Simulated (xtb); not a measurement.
xtb input (GFN2-xTB):

```bash
xtb mol.xyz --gfn 2 --sp --chrg -1 --uhf 0
```
mol.xyz:
```
3

In     0.22968646     0.11637452     0.09396297
F     -0.81330662     0.94863218    -1.36336726
F     -0.43720853    -1.58222678     0.85179110
```

End of the output:

```
         :::::::::::::::::::::::::::::::::::::::::::::::::::::
         ::                     SUMMARY                     ::
         :::::::::::::::::::::::::::::::::::::::::::::::::::::
         :: total energy             -11.049477527957 Eh    ::
         :: gradient norm              0.080639261685 Eh/a0 ::
         :: HOMO-LUMO gap              5.683823867580 eV    ::
         ::.................................................::
         :: SCC energy               -11.052271325847 Eh    ::
         :: -> isotropic ES            0.198659140577 Eh    ::
         :: -> anisotropic ES          0.000558711876 Eh    ::
         :: -> anisotropic XC          0.000716910303 Eh    ::
         :: -> dispersion             -0.001049686715 Eh    ::
         :: repulsion energy           0.002793797890 Eh    ::
         :: add. restraining           0.000000000000 Eh    ::
         :: total charge              -1.000000000000 e     ::
         :::::::::::::::::::::::::::::::::::::::::::::::::::::

           -------------------------------------------------
          |                Property Printout                |
           -------------------------------------------------

    * Orbital Energies and Occupations

         #    Occupation            Energy/Eh            Energy/eV
      -------------------------------------------------------------
         1        2.0000           -0.5054220             -13.7532
         2        2.0000           -0.4996229             -13.5954
         3        2.0000           -0.2537202              -6.9041
         4        2.0000           -0.2167878              -5.8991
         5        2.0000           -0.2154219              -5.8619
         6        2.0000           -0.2146814              -5.8418
         7        2.0000           -0.2115967              -5.7578
         8        2.0000           -0.2063405              -5.6148
         9        2.0000           -0.1364166              -3.7121 (HOMO)
        10                          0.0724601               1.9717 (LUMO)
        11                          0.1421826               3.8690
        12                          0.1948997               5.3035
        13                          0.2104108               5.7256
        14                          0.2400182               6.5312
        15                          0.2541464               6.9157
Note: The following floating-point exceptions are signalling: IEEE_DENORMAL
normal termination of xtb
        16                          0.4997040              13.5976
        17                          0.7647951              20.8111
      -------------------------------------------------------------
                  HL-Gap            0.2088767 Eh            5.6838 eV
             Fermi-level           -0.0319783 Eh           -0.8702 eV

     #   Z          covCN         q      C6AA      α(0)
     1  49 In       1.373     0.076   437.155    50.438
     2   9 F        0.687    -0.538    15.406     4.634
     3   9 F        0.687    -0.538    15.406     4.634

 Mol. C6AA /au·bohr⁶  :        776.028521
 Mol. C8AA /au·bohr⁸  :      79645.379032
 Mol. α(0) /au        :         59.705930

Wiberg/Mayer (AO) data.
largest (>0.10) Wiberg bond orders for each atom

 ---------------------------------------------------------------------------
     #   Z sym  total        # sym  WBO       # sym  WBO       # sym  WBO
 ---------------------------------------------------------------------------
     1  49 In   1.676 --     2 F    0.838     3 F    0.838
     2   9 F    0.847 --     1 In   0.838
     3   9 F    0.847 --     1 In   0.838
 ---------------------------------------------------------------------------

Topologies differ in total number of bonds
Writing topology from bond orders to xtbtopo.mol

molecular dipole:
                 x           y           z       tot (Debye)
 q only:        1.304       0.661       0.533
   full:        1.017       0.515       0.416       3.085
molecular quadrupole (traceless):
                xx          xy          yy          xz          yz          zz
 q only:        4.124       0.241      -3.241      -2.113       7.614      -0.883
  q+dip:        4.134       0.004      -3.346      -2.456       8.012      -0.788
   full:        4.550      -0.359      -3.831      -3.222       9.401      -0.718

           -------------------------------------------------
          | TOTAL ENERGY              -11.049477527957 Eh   |
          | GRADIENT NORM               0.080639261685 Eh/α |
          | HOMO-LUMO GAP               5.683823867580 eV   |
           -------------------------------------------------

------------------------------------------------------------------------
------------------------------------------------------------------------
 total:
 SCF:
```

This state (charge -1, singlet) is run at the relaxed geometry of the species with charge 0 and multiplicity 2.
